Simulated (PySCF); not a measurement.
Compound: C₃H₁₁F₂NSi₃.
Numbering: `[NH2:1][CH2:2][C:3]([F:4])([F:5])[Si@H:6]1[CH2:7][SiH2:8][SiH2:9]1`

Cartesian coordinates in Å at the GFN2-xTB level; atoms count from 1:
```xyz
20
C3H11F2NSi3 angstrom
N      2.7282    0.4981    0.4643
C      2.4676   -0.5695   -0.4726
C      0.9962   -0.7305   -0.8614
F      0.6431    0.2990   -1.7139
F      0.8742   -1.8602   -1.6431
Si    -0.3337   -0.8082    0.5602
C     -0.7765    1.0127    1.0260
Si    -2.4442    1.2879    0.0737
Si    -2.4504   -1.0141   -0.4157
H      2.2336    0.3426    1.3364
H      2.4196    1.3837    0.0779
H      3.0550   -0.3831   -1.3775
H      2.7963   -1.5155   -0.0347
H      0.3722   -1.5502    1.6218
H     -0.9212    1.1098    2.1011
H     -0.0188    1.7487    0.7640
H     -2.2641    2.2463   -1.0205
H     -3.4627    1.8685    0.9595
H     -3.3820   -1.8587    0.3480
H     -2.5374   -1.4968   -1.7965
```

NICS is the negative of the GIAO shielding at a point without a nucleus: at the ring centre (0) and 1 Å above and below it (1); zz is the component along the ring normal. Level: GIAO PBE0/pcSseg-1 (PySCF, non-relativistic, gas phase) on the GFN2-xTB geometry, one conformer.

Ring bond lengths (Å), with Mayer bond orders in brackets: Si6–C7 1.931 (0.90), C7–Si8 1.940 (0.89), Si8–Si9 2.353 (0.88), Si9–Si6 2.340 (0.91).

Task: What do the NICS probes read (ppm)?

Result: 
| ring | type | NICS(0) | NICS(1), two faces | NICS(1)zz, two faces | rms pucker (Å) | centre to ring atoms, mean (Å) |
| --- | --- | --- | --- | --- | --- | --- |
| Si6–C7–Si8–Si9 | 4-membered ring with 3 Si; formal bonds all single | 1.7 | -0.9 / -0.5 | 6.0 / 4.9 | 0.07 | 1.51 |

Task: What can be read from them?

Result: 
- Si6–C7–Si8–Si9: mean NICS(1)zz 5.5 ppm, deshielded. Si6, C7, Si8, Si9 have four or more neighbours, so the value isn't read as a sign of a π ring current.

Task: Give the inner angles of the rings and the Hirshfeld charges of the ring atoms.

Result: 
- Si6–C7–Si8–Si9: Si6 88.6° (+0.244 e), C7 102.3° (-0.255 e), Si8 88.0° (+0.250 e), Si9 79.9° (+0.154 e); sum 358.8° against 360° for a flat convex ring.

Task: How shielded are the nuclei of the rings and their hydrogens (means over atoms taken as equivalent)?

Result: 
| atoms | environment | σ isotropic (ppm) | principal values of the symmetric part, first atom (ppm) |
| --- | --- | --- | --- |
| Si6 | SiH silicon | 369.3 | 324.7, 360.5, 422.7 |
| C7 | sp3 carbon bound to silicon | 187.7 | 170.2, 191.0, 201.9 |
| Si8 | SiH2 silicon | 406.6 | 371.4, 380.5, 467.9 |
| Si9 | SiH2 silicon | 424.8 | 348.4, 423.1, 503.0 |
| H14 | Si–H hydrogen | 26.58 | 23.6, 25.1, 31.0 |
| H15 | methylene hydrogen | 31.00 | 26.3, 28.9, 37.8 |
| H16 | methylene hydrogen | 31.08 | 25.9, 29.6, 37.8 |
| H17 | Si–H hydrogen | 26.97 | 23.9, 25.2, 31.8 |
| H18 | Si–H hydrogen | 27.02 | 23.4, 24.7, 33.0 |
| H19 | Si–H hydrogen | 27.17 | 24.3, 24.7, 32.4 |
| H20 | Si–H hydrogen | 27.09 | 23.5, 25.3, 32.4 |

On one thread of an Arm Neoverse V2, shared host with 192 logical CPUs at a one-minute load of 110, this took 55 s wall and 1.1 GiB of memory at its peak. This is the whole shielding run at PBE0/pcSseg-1, SCF included.
